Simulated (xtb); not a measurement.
SnFCl, SMILES [Sn]([Cl])[F] (connectivity only; charge and spin as stated), neutral, multiplicity 1. All values are semi-empirical tight-binding results from xtb (GFN2-xTB unless named), good for trends rather than for accurate numbers. The structure is a stationary point at GFN2-xTB.

For metal compounds this method's bond lengths and energies can be far off.

- point group as xtb finds it: Cs
- orbital gap: 4.44 eV
- zero-point energy: 1.2 kcal/mol
- G − E(el) at 298.15 K (modified RRHO): -17.3 kcal/mol
